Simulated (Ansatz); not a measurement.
The cluster Sn₅⁻, relaxed as a doublet with UKS PBE-D4/def2-SVPD in Ansatz, starting from the GFN1-xTB geometry. Force threshold 0.02 eV/Å.

In the def2 sets Sn takes a core potential; there is no spin–orbit coupling. Another isomer (doublet) lies 1.50 eV lower at PBE0-D4/def2-TZVPD; other spin states weren't run for this one.

Start:

Cartesian coordinates in Å:
```
Sn 0.2734 1.1685 0.7089
Sn 0.7896 3.2908 2.1344
Sn -0.4229 -1.5959 0.7712
Sn -0.6670 -2.7947 -1.7594
Sn 0.0268 -0.0687 -1.8551
```

```csv
step,energy (eV),largest force component (eV/Å),SCF passes
1,-29162.7953,0.688,40
2,-29162.8251,0.188,31
3,-29162.8389,0.035,26
4,-29162.8391,0.006,31
```

Force components are those of the run's own axes.

End:

```csv
atom,x (Å),y (Å),z (Å)
Sn1,0.278,1.182,0.725
Sn2,0.812,3.382,2.183
Sn3,-0.432,-1.627,0.747
Sn4,-0.676,-2.839,-1.794
Sn5,0.018,-0.099,-1.861
```

By distances, no bond broke or formed. The bond that changes most is Sn1–Sn2, from 2.61 to 2.69 Å (atoms count from 1).

No frequencies were taken in this run, so the end may be a saddle point.

Hardware: 4 threads of Intel Xeon on a shared host. Wall time 31 s.
